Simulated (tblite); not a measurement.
Run record: tight-binding relaxation, `[O-]\C=C/C=C/C=C/C=C\C(F)(F)F`.

Computed with GFN2-xTB geometry optimisation, gas phase (tblite 0.8.0). Start geometry: from a force field or distance geometry. A driver script takes a list of jobs; this job's settings line and coordinates (Å) are shown.

Input:
```
{"job": {"kind": "relax", "xc": "GFN2-xTB", "basis": "xTB"}, "charge": -1, "multiplicity": 1}
O      5.075300    -1.170300     0.471200
C      4.844900     0.190900     0.199800
C      3.618500     0.672700     0.058500
C      2.486400    -0.244400     0.161800
C      1.247900     0.195100     0.031200
C      0.075600    -0.671000     0.122600
C     -1.119700    -0.133300    -0.039100
C     -2.254500    -1.027800     0.077200
C     -3.506600    -0.626900    -0.065700
C     -3.836600     0.777200    -0.339300
F     -5.199400     0.911700    -0.046500
F     -3.747900     1.097600    -1.703200
F     -3.219200     1.698800     0.474600
H      5.670900     0.897900     0.116200
H      3.464800     1.738500    -0.145700
H      2.653000    -1.301000     0.386300
H      1.162800     1.274100    -0.177000
H      0.179100    -1.739500     0.327900
H     -1.175100     0.912500    -0.226400
H     -2.116000    -2.090000     0.283000
H     -4.313100    -1.345800     0.032100
```

Give the output.

```
step      E/eV     max force
  0   -1135.52427    7.073
  1   -1136.59278    1.848
  2   -1136.77743    0.887
  3   -1136.93114    1.275
  4   -1136.99980    0.682
  5   -1137.04785    0.629
  6   -1137.09198    0.488
  7   -1137.12295    0.413
  8   -1137.13463    0.285
  9   -1137.14450    0.300
... (51 lines left out)
 61   -1137.22686    0.030
 62   -1137.22699    0.028
 63   -1137.22712    0.034
 64   -1137.22723    0.026
 65   -1137.22730    0.018
 66   -1137.22735    0.014
 67   -1137.22739    0.019
 68   -1137.22743    0.018
 69   -1137.22745    0.012
 70   -1137.22747    0.007
```

«max force» is the largest atomic force in eV/Å.

From which step on does the largest force stay under 0.1 eV/Å, and how much energy is left to gain from there?

From step 25 (0.099 eV/Å), 16.5 meV above the end.

Summary of the converged run: energy lowered by 39.3 kcal/mol over 70 steps; largest atomic force 0.007 eV/Å at the end.

Where do the atoms end?

0.222 Å rms from the input after alignment:
```
atom  x, y, z in Å
O1     5.3182   -1.1560    0.5129
C2     5.0119    0.0089    0.2516
C3     3.7241    0.5466    0.0505
C4     2.5697   -0.2067    0.1342
C5     1.2767    0.2675   -0.0309
C6     0.1449   -0.5267    0.0856
C7    -1.1596   -0.0943   -0.0501
C8    -2.2546   -0.9507    0.0910
C9    -3.5805   -0.6397   -0.0148
C10   -4.0853    0.7027   -0.3114
F11   -5.4413    0.7347   -0.3555
F12   -3.6927    1.2292   -1.5085
F13   -3.7516    1.6720    0.5897
H14    5.8331    0.7644    0.1575
H15    3.6528    1.6046   -0.1713
H16    2.7024   -1.2596    0.3571
H17    1.1403    1.3196   -0.2537
H18    0.3004   -1.5785    0.3077
H19   -1.3382    0.9491   -0.2700
H20   -2.0300   -1.9885    0.3133
H21   -4.3498   -1.3815    0.1147
```

The run took 0.56 s on Arm Neoverse V2, one thread, on a shared host.
Labels such as C1 count atoms from 1, the log's own numbers from 0.
